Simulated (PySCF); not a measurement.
Excitations are Tamm–Dancoff values on a coarser integration grid. The basis has no diffuse functions, so Rydberg states are missing or too high.

C2H4OSe, SMILES `CC(=O)[SeH]` (O–C–Se–H torsion 0°) (charge 0, multiplicity 1)

Calculation: PBE-D3(BJ)/def2-TZVP (PySCF 2.14.0).

The HOMO is -6.15 eV, the dipole moment is 1.87 D and the LUMO comes out as -1.92 eV. The HOMO–LUMO gap is 4.23 eV, the S1 excitation (TDA) is 4.48 eV and the S1 oscillator strength is 0.000. The T1 excitation (TDA) is 3.96 eV, the S1–T1 gap (TDA) comes out as 0.53 eV and the total energy is -2554.9263 Ha. The cost is around 40 core-seconds (rough).

```xyz
8

C     -1.0898    -0.0993    -0.0801
C      0.3183     0.2237     0.3527
O      0.6202     0.8304     1.3480
Se     1.6699    -0.4728    -0.9247
H     -1.2135    -1.1876    -0.1757
H     -1.7983     0.2949     0.6580
H     -1.2895     0.3448    -1.0659
H      2.7826     0.0660    -0.1122
```
Charge 0, spin multiplicity 1.
